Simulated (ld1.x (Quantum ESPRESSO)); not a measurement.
# mercury (Hg): one change to a TM potential, before and after

mercury, norm-conserving Troullier–Martins (Kleinman–Bylander form), made with ld1.x (Quantum ESPRESSO) 7.5 (PBE, scalar-relativistic). Core [Kr] 4d10 4f14 5s2, reference 5p6 5d10 6s2 6p0. Waves: 6s (bound): rc 1.75 bohr; 5d (bound): rc 1.70 bohr; 5p (bound): rc 1.40 bohr. Local part: the p channel. Core correction: Bessel-smoothed model core, default radius (core density twice the valence density).

Change: wave 5d (bound): rc 1.70 bohr becomes 5d (bound): rc 2.58 bohr.

Cutoffs: the cutoffs (Ry, on a coarse ladder) from which the occupation-weighted sum of valence levels, in a spherical-Bessel basis at the reference potential, stays within 10 and 1 mRy of its value at 400 Ry; they do not see the model core or the augmentation charge, which bear on the density cutoff. Errors are all-electron minus pseudo energies relative to the spin-unpolarised reference configuration.

Q: How do hardness, ghosts and transferability respond?

A: The potential gets neither clearly harder nor softer (70 Ry and 120 Ry → 70 Ry and 120 Ry); both files keep a bound ghost (s); of the 7 tests that both files solve, the error grows in 2 and shrinks in 2 by more than 15 % and 0.3 meV (median size 18.9 → 16.9 meV).

| quantity | base | changed |
| --- | --- | --- |
| cutoff, loose | 70 Ry | 70 Ry |
| cutoff, tight | 120 Ry | 120 Ry |
| loose cutoff by channel (10 mRy a level) | s 21 Ry, d 40 Ry, p 55 Ry | s 21 Ry, d 30 Ry, p 55 Ry |
| bound ghosts | s | s |
| error for 5p6 5d10 6s1 6p0, meV [ΔE 10.69 eV] | -9.7 | -8.8 |
| error for 5p6 5d10 6s0 6p0, meV [ΔE 29.66 eV] | -36 | -35 |
| error for 5p6 5d9 6s0 6p0, meV [ΔE 65.19 eV] | -19 | -46 |
| error for 5p6 5d9 6s2 6p0, meV [ΔE 15.52 eV] | -35 | -17 |
| error for 5p6 5d8 6s0 6p0, meV [ΔE 114.95 eV] | -9.8 | +5.2 |
| error for 5p5 5d10 6s2 6p0, meV [ΔE 73.27 eV] | -242 | -376 |
| error for 5p6 5d10 6s1.5 6p0, meV [ΔE 4.36 eV] | -2.9 | -2.6 |

 A true bound ghost makes a file unfit for plane-wave use even where its test errors are small: the radial tests pick states by their node count and pass the ghost by.
